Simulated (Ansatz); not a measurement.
Ansatz (a quantum-chemistry and plane-wave program) input (RPA@PBE/cc-pV(Q+d)Z):
A basis named .json is the Basis Set Exchange file of that set.

Ansatz 0.2 input:
```yaml
crystal:
  periodic: [false, false, false]
  atoms:
    - {symbol: Si, position_ang: [0.61935316, 0.46212061, -0.57052407]}
    - {symbol: C, position_ang: [1.51416847, -1.11421103, -0.97240502]}
    - {symbol: Cl, position_ang: [1.26329595, 1.06153152, 1.32309460]}
    - {symbol: N, position_ang: [-1.08618141, 0.26701410, -0.62362124]}
    - {symbol: Si, position_ang: [-2.07521077, -0.99552362, 0.03929347]}
    - {symbol: H, position_ang: [0.96705326, 1.57152350, -1.47993301]}
    - {symbol: H, position_ang: [1.23353817, -1.46902457, -1.96618125]}
    - {symbol: H, position_ang: [2.59239229, -0.94845496, -0.95259491]}
    - {symbol: H, position_ang: [1.28110662, -1.89540442, -0.24805331]}
    - {symbol: H, position_ang: [-1.58565179, 1.10407908, -0.89585898]}
    - {symbol: H, position_ang: [-2.82389633, -0.55106991, 1.23912306]}
    - {symbol: H, position_ang: [-1.17752912, -2.10960771, 0.40975051]}
    - {symbol: H, position_ang: [-3.06277834, -1.46426729, -0.96185291]}
basis:
  gaussian:
    orbitals: cc-pV_Q+d_Z.json
hamiltonian:
  xc: pbe
magnetization: {spin_polarized: false}
correlation: {method: rpa, electrons: outside_noble_gas}
```

Output:

```
Functional definition: PBE
integrals: 4.63 GiB planned
3191 factors; integrals over basis functions are off by at most 1.0e-3 eV
0.67 GiB of the device are held for the grids
5.76 GiB of device memory are held for the factors and their scratch space
mean field: 7.49 GiB planned
mean field evaluation 1: about -30906.6797 eV, gradient 9.4e1 eV
mean field evaluation 2: about -30906.6762 eV, gradient 9.4e1 eV
mean field evaluation 4: about -30921.3235 eV, gradient 3.6e1 eV
mean field evaluation 8: about -30924.4357 eV, gradient 3.8e-1 eV
mean field evaluation 16: about -30924.4358 eV, gradient 8.8e-5 eV
mean field -30924.43580133 eV, -1136.4520543635 hartree, gradient 3.4e-6 eV, S^2 0.000000; 0 other end points of the search recorded, 0 dependent functions left out
17 core orbitals not correlated
reference -30871.78632003 eV, -1134.5172216126 hartree; 16, 16 occupied and 509, 509 virtual orbitals, 3191 factors
Total energy: -30914.09832672 eV, -1136.0721591785 hartree
```
